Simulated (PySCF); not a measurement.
## [La2F]+ at several levels of theory

All levels use the PBE0 minimum (quintet; F–La 2.309 Å (×2); La–F–La 180.0°), basis [F def2-TZVP, La def2-TZVP with ECP46], scalar-relativistic core potentials, density fitting, no spin–orbit coupling, PySCF. For vertical energies the ionised species is a quartet (spins chosen at PBE0 and kept) and the electron-attached one a quartet. Open shells are unrestricted, also as the reference of the correlated levels. A dash marks a value that was not computed or is not defined at that level.

```tsv
level	vertical IP (eV)	vertical EA (eV)	−ε(HOMO) (eV)
PBE0	8.83	4.27	7.46
HF	8.47	3.14	8.65
MP2	8.94	4.08	–
PBE	8.81	4.51	6.90
r2SCAN	8.82	4.13	7.01
B3LYP	8.82	4.56	7.33
TPSSh	8.66	4.32	7.03
M06	8.51	4.92	7.19
```

Open d and f shells are described by one determinant, and the ground state may have another occupation or spin. No spin–orbit coupling is included, which matters more the heavier the element.
